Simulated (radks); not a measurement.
Effect of the nuclear size on neutral argon, [Ar]. Calculated with a radial shooting solver on a logarithmic mesh with Libxc functionals: Dirac Kohn-Sham, relativistic LDA (MacDonald-Vosko exchange, VWN5 correlation), spin-unpolarised, spherical densities, finite nucleus; Fermi nuclear charge, rms radius 3.4274 fm. The rms radius is varied about that value; shifts are against it.

| rms radius (fm) | total energy shift (eV) | density at nucleus (e/bohr^3) | 1s1/2 shift (meV) | 2s1/2 shift (meV) |
|---|---|---|---|---|
| 2.8276 | -0.00588 | 4309 | -2.48 | -0.187 |
| 3.2903 | -0.00144 | 4296 | -0.607 | -0.046 |
| 3.4274 | 0 | 4292 | 0.000 | 0.000 |
| 3.7222 | 0.00330 | 4284 | 1.39 | 0.105 |
| 4.178 | 0.00892 | 4274 | 3.75 | 0.284 |

Slopes of the eigenvalues against <r^2> in GHz/fm^2, as finite differences over the two radii next to the reference (eigenvalue slopes, not the field-shift constants of lines): 1s1/2 159, 2s1/2 12.0.
